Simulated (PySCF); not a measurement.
1-methylpyrrole (C5H7N), SMILES Cn1cccc1. Atoms are numbered in the order given.

```xyz
13

C      2.0756     0.0245     0.0000
N      0.6289    -0.0364     0.0000
C     -0.1711    -0.0133     1.1246
C     -1.4997     0.0147     0.7140
C     -1.4997     0.0147    -0.7140
C     -0.1711    -0.0133    -1.1246
H      2.4742    -0.4891    -0.8961
H      2.4484     1.0716     0.0000
H      2.4742    -0.4891     0.8961
H      0.2732    -0.0220     2.1263
H     -2.3745     0.0209     1.3741
H     -2.3745     0.0209    -1.3741
H      0.2732    -0.0220    -2.1263
```

Geometry optimised at PBE-D3(BJ)/def2-SVP.

All values below come from B3LYP/def2-TZVP (PySCF).

The molecule is in vacuum.

```yaml
total_energy: -249.57425 hartree
point_group: Cs
highest_occupied_level: -5.80 eV
lowest_empty_level: 0.53 eV
orbital_gap: 6.33 eV
dipole_moment: 0.438 e·Å
quadrupole, principal values (traceless, Buckingham form, about the centre of nuclear charge): -7.40, 2.58, 4.82 D·Å
mean_static_polarisability: 65.0 bohr³ (9.63 Å³)
polarisability_principal_values: 43.7, 70.3, 81.0 bohr³
```
